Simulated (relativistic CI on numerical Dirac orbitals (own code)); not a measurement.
## Energy levels of Be IV

Calculated at this level of theory: Dirac equation for one electron, model QED (radiative potential, 1s self-energy scaled to tabulated hydrogen-like ionisation energies) (own radial code, finite nucleus).

CI space: 1s, 2s, 2p, 3s, 3p, 3d, 4s, 4p, 4d, 4f, 5s, 5p, 5d, 5f, 5g, 6s, 6p, 6d. Levels of other configurations are missing.

The lowest level is 1s ²S1/2, with 100 % of that term; Hund's rules for 1s give ²S with J = 1/2, in agreement.

```tsv
No.	Configuration	Term	J	E (cm⁻¹)	%	Landé g
1	1s	²S	1/2	0	100	2.002
2	2p	²P°	1/2	1316979	100	0.666
3	2s	²S	1/2	1316985	100	2.002
4	2p	²P°	3/2	1317073	100	1.334
5	3p	²P°	1/2	1560901	100	0.666
6	3s	²S	1/2	1560902	100	2.002
7	3d	²D	3/2	1560928	100	0.799
8	3p	²P°	3/2	1560928	100	1.334
9	3d	²D	5/2	1560938	100	1.200
10	4p	²P°	1/2	1646269	100	0.666
11	4s	²S	1/2	1646270	100	2.002
12	4d	²D	3/2	1646281	100	0.800
13	4p	²P°	3/2	1646281	100	1.334
14	4f	²F°	5/2	1646285	100	0.857
15	4d	²D	5/2	1646285	100	1.200
16	4f	²F°	7/2	1646287	100	1.143
17	5p	²P°	1/2	1685781	100	0.666
18	5s	²S	1/2	1685782	100	2.002
19	5d	²D	3/2	1685787	100	0.800
20	5p	²P°	3/2	1685787	100	1.334
21	5f	²F°	5/2	1685789	100	0.857
22	5d	²D	5/2	1685789	100	1.200
23	5g	²G	7/2	1685790	100	0.889
24	5f	²F°	7/2	1685790	100	1.143
25	5g	²G	9/2	1685791	100	1.111
26	6p	²P°	1/2	1707244	100	0.666
27	6s	²S	1/2	1707244	100	2.002
28	6d	²D	3/2	1707247	100	0.800
29	6p	²P°	3/2	1707247	100	1.334
30	6d	²D	5/2	1707248	100	1.200
```

Energies count from the lowest computed level; ° marks odd parity.
